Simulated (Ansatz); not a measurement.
A structure relaxed at B3LYP-D4/def2-TZVP in Ansatz, charge 0, singlet:

```xyz
3

Pd   -0.7217    1.1116    0.3962
S     0.3754   -0.2081   -1.1467
S     0.3462   -0.9035    0.7506
```

Question: Give its formula and point group.

Answer: the cluster PdS₂. Point group C2v (tolerance 0.1 Å).

Question: Summarise the bond lengths by kind (pairs closer than 1.2 times the sum of covalent radii, bridged metal pairs left out).

Answer: 2 × Pd–S 2.31 Å; 1 × S–S 2.02 Å. The metal has 2 neighbours: S 2.31 Å, S 2.31 Å.

In the def2 sets Pd takes a core potential; there is no spin–orbit coupling. The restricted singlet is unstable towards broken spin symmetry at other levels; at B3LYP-D4/def2-TZVP this wasn't settled. At B3LYP-D4/def2-TZVP a triplet of charge 0 lies 0.14 eV below the restricted singlet, each at its own geometry. The structure comes from a short search, and lower isomers may exist.
